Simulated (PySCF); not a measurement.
## input.py for F4Sc⁻

Input:

```python
from pyscf import gto, scf, mp

mol = gto.M(
    atom='Sc 0 0 0; F 1.5546 0 -1.1014; F 0 1.5546 1.1014; F -1.5546 0 -1.1014; F 0 -1.5546 1.1014',
    basis='pcseg-1',
    charge=-1,
    spin=0,
    symmetry=True,
    verbose=3,
)
mf = scf.UHF(mol)
mf.kernel()
mp.MP2(mf, frozen=9).kernel()
mf.dip_moment()
print('orbital energies (hartree):', [e[max(0, n-3):n+3].round(4) for e, n in zip(mf.mo_energy, mol.nelec)])
```

```bash
$ OMP_NUM_THREADS=1 python input.py
```

Output:

```
converged SCF energy = -1157.71997636343  <S^2> = 9.2903463e-12  2S+1 = 1
E(UMP2) = -1158.7055476353  E_corr = -0.985571271865891
E(SCS-UMP2) = -1158.65652303036  E_corr = -0.936546666929011

WARN: System has nonzero charge -1; the dipole moment is origin-dependent.
Location of origin: [0. 0. 0.]

Dipole moment(X, Y, Z, Debye): -0.00000, -0.00000, -0.00000
orbital energies (hartree): [array([-0.3981, -0.3981, -0.3981,  0.2082,  0.3561,  0.3562]), array([-0.3981, -0.3981, -0.3981,  0.2082,  0.3561,  0.3562])]
```

In short: E(SCF) = -1157.719976 Eh, E(MP2) − E(SCF) = -0.98557 Eh.

Run time: 5.3 s on 1 thread of Arm Neoverse N1 (shared host), peak memory 0.23 GiB.

The basis has no diffuse functions, which an anion needs. The dipole of an ion depends on the origin. No search for the lowest solution was made, and open d or f shells often end in a higher one.
